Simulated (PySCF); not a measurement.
CF₃, SMILES F[C](F)F (connectivity only; charge and spin as stated), charge +1, multiplicity 1.

Coordinates come from a B3LYP-D3(BJ)/def2-TZVP optimisation. The spin state was assumed, not searched. The isomer is the one that the SMILES or the coordinates give; other isomers of the formula were not compared.

Level of theory: TDA-LC-ωPBE/def2-SVPD (PySCF 2.14.0).

Vertical excitations; the highest root listed may be one member of a degenerate set.  State labels are in the subgroup C2v.

```
state  symmetry  energy (eV)  λ (nm)      f                      main pairs
-----  --------  -----------  ------  -----  ------------------------------
S1           A2         8.60     144  0.000                 HOMO→LUMO 100 %
S2           A2        10.10     123  0.000    HOMO−4→LUMO (degenerate set)
S3           B2        10.10     123  0.000    HOMO−3→LUMO (degenerate set)
S4           B1        11.41     109  0.166    HOMO−1→LUMO (degenerate set)
S5           A1        11.41     109  0.166    HOMO−2→LUMO (degenerate set)
S6           B1        13.44      92  0.000                HOMO→LUMO+1 91 %
S7           A2        14.38      86  0.000  HOMO−1→LUMO+1 (degenerate set)
S8           B2        14.38      86  0.000  HOMO−2→LUMO+1 (degenerate set)
S9           A2        14.53      85  0.000    HOMO−6→LUMO (degenerate set)
S10          B2        14.53      85  0.000    HOMO−7→LUMO (degenerate set)
T1           A2         8.25     150      0                 HOMO→LUMO 100 %
T2           A1         8.94     139      0    HOMO−2→LUMO (degenerate set)
T3           B1         8.94     139      0    HOMO−1→LUMO (degenerate set)
T4           B2         9.73     127      0               HOMO−3→LUMO 100 %
```
Triplets are in the Tamm–Dancoff approximation.
